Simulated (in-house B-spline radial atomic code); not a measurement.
Results of a calculation; reference values are marked as such.
# From levels and matrix elements to observables: the erbium ion Er⁵⁷⁺

One electron outside the [He] 2s2 2p6 core, from an all-electron radial atomic-structure program (B-spline basis): Brueckner orbitals with a screened correlation potential on Dirac-Hartree-Fock, Breit and QED terms for the lowest states, dipole elements in length form with static core polarisation. The core's own polarisability, by RPA, is 6.58e-05 bohr³.

```json
{"state": "3s1/2", "removal energy (cm⁻¹)": "46907295", "size of the reduced dipole element to 3s1/2 (a.u.)": "-"}
{"state": "4s1/2", "removal energy (cm⁻¹)": "25539365", "size of the reduced dipole element to 3s1/2 (a.u.)": "-"}
{"state": "3p1/2", "removal energy (cm⁻¹)": "45777384", "size of the reduced dipole element to 3s1/2 (a.u.)": "0.1571"}
{"state": "3p3/2", "removal energy (cm⁻¹)": "43753936", "size of the reduced dipole element to 3s1/2 (a.u.)": "0.2301"}
{"state": "4p1/2", "removal energy (cm⁻¹)": "25072064", "size of the reduced dipole element to 3s1/2 (a.u.)": "0.06224"}
{"state": "4p3/2", "removal energy (cm⁻¹)": "24244427", "size of the reduced dipole element to 3s1/2 (a.u.)": "0.06881"}
```

Use R = 109737.3 cm⁻¹, 1 hartree = 219474.6 cm⁻¹, c = 137.036 and 1 a.u. of rate = 4.1341e16 s⁻¹.

Problem. Find the quantum defects of the two s states and predict 5s1/2.

Solution. With n* = 58 √(R/E): 3s1/2 has n* = 2.8053, δ = 0.1947; 4s1/2 has n* = 3.8019, δ = 0.1981. Ritz's form δ = δ0 + b/n*² gives b = -0.059, δ0 = 0.2022, so with n* ≈ 5 − 0.1981, δ = 0.1996 and E = R × 58²/(5 − 0.1996)² = 16020006 cm⁻¹. The program finds 16040091 cm⁻¹. In so highly charged an ion δ holds relativistic, Breit and QED shifts that Ritz's form doesn't follow, and the higher level lacks the last two.

Problem. What are the wavelength, oscillator strength and rate of 3s1/2–3p3/2?

Solution. ΔE = 3153359 cm⁻¹ = 14.36776 hartree, λ = 3.1712 nm in vacuum. f = (2/3) ΔE D²/(2j + 1 of the lower state) = (2/3) × 14.36776 × 0.2301²/2 = 0.2536. A = (4/3) ΔE³ D²/(c³ (2j' + 1)) = 2.0341e-05 a.u. = 8.409e+11 s⁻¹, a partial lifetime of 0.001189 ns.
